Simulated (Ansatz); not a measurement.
Reaction (ligand exchange at the Si–C bond): `NC(O)(O)[SiH2]F` + `[SiH3]N[SiH3]` → `F[SiH2]N([SiH3])[SiH3]` + `NC(O)O`

Isolated molecules relaxed with PBE0-D4/def2-TZVP in Ansatz; ΔE leaves out vibrations. CCSD(T)/CBS is the MP2 limit (def2-TZVPP, def2-QZVPP) plus CCSD(T) − MP2 in def2-TZVPP, frozen cores. This one scheme is used for every species. Each species was taken in one conformer, which may not be the lowest.

| species | HF/def2-QZVPP energy (Eh) |
| --- | --- |
| `NC(O)(O)[SiH2]F` | -634.15589 |
| `[SiH3]N[SiH3]` | -636.50486 |
| `F[SiH2]N([SiH3])[SiH3]` | -1025.63186 |
| `NC(O)O` | -245.07538 |

Problem. Work out ΔE.

Solution. ΔE = (-1025.63186) + (-245.07538) − (-634.15589) − (-636.50486) = -0.04649 Eh = -1.27 eV. CCSD(T)/CBS gives -1.16 eV.

Largest T1 diagnostic among the species: 0.012.

In def2-TZVPP, CCSD(T) changes the Hartree–Fock value by +0.07 eV (the triples alone add +0.01 eV) and MP2 by +0.04 eV. From PBE to PBE0 (25 % exact exchange), in def2-TZVPP and without D4, ΔE moves by −0.09 eV. The D4 term adds −0.04 eV with B3LYP and −0.02 eV with PBE0; it sums over pairs of atoms, weighted by their polarisabilities, and B3LYP, whose exchange is more repulsive, gets the larger term.

B3LYP here is the variant with VWN-RPA as its local correlation; programs differ in this.
